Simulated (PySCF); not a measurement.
## Correlation energy of Li+ (lithium, charge +1)

1s2, closed-shell 1S. Calculation: PySCF 2.14, in aug-cc-pVDZ (4s3p2d, 23 functions); no relativity, point nucleus. Frozen: nothing; 2 electrons correlated.

Total MP2 correlation energy: -0.12 mhartree.

Same-spin part 0.00 and opposite-spin part -0.12 mhartree; SCS-MP2 scales them by 1/3 and 6/5 to -0.14 mhartree.

With two correlated electrons CCSD is exact within the correlated space (frozen core and kept virtual orbitals).

```json
{"level": "CCSD", "correlation energy (mhartree)": "-0.11"}
```

Diagnostics: T1 = 0.00016, D1 = 0.0002, largest double amplitude 0.002.

Cost of the coupled-cluster step: 0.03 s of wall time on 1 thread of Neoverse-V1 (shared host), for 2 correlated electrons.
